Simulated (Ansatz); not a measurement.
The cluster Nb₃⁻. Charge -1, multiplicity 3. Geometry PBE0-D4/def2-TZVPD; atoms count from 1.

```csv
atom,x (Å),y (Å),z (Å)
Nb1,0.2272,-0.9537,1.0572
Nb2,-1.1132,0.0642,-0.5620
Nb3,0.8860,0.8895,-0.4952
```

In the def2 sets Nb takes a core potential; there is no spin–orbit coupling. The charge -1 triplet is spin-contaminated (final ⟨S²⟩ up to 2.37, 2.00 for a pure state). The highest occupied level of the charge -1 triplet lies above zero (up to 0.18 eV). It is a level of α spin, whose loss leaves a doublet; that state wasn't run at this geometry and level. The electron is either unbound and held by the finite basis, or the level is raised by self-interaction error. The geometry of the triplet was relaxed on an unsound state (⟨S²⟩ 2.37, where a pure state has 2.00). The structure comes from a short search, and lower isomers may exist.

Q: Estimate the Mulliken populations from the PBE0/def2-TZVPD orbitals of Ansatz.

A: 
```csv
atom,charge (e),spin (α − β),d electrons
Nb1,-0.34,2.08,4.02
Nb2,-0.37,-0.96,4.13
Nb3,-0.29,0.89,4.02
```
Mulliken values and Mayer orders depend strongly on the basis. With diffuse functions, as here, like atoms can get unlike values, and bond orders can come out too low or too high.

Q: Where does the spin sit?

A: Summed by element: Nb 2.00, of 2 unpaired in all. Largest on single atoms: Nb1 2.08, Nb2 -0.96, Nb3 0.89.

Q: And the Mayer bond orders between bonded heavy atoms (over 0.3)?

A: Nb1–Nb2 2.63 (2.34 Å); Nb1–Nb3 2.80 (2.50 Å); Nb2–Nb3 3.22 (2.16 Å).
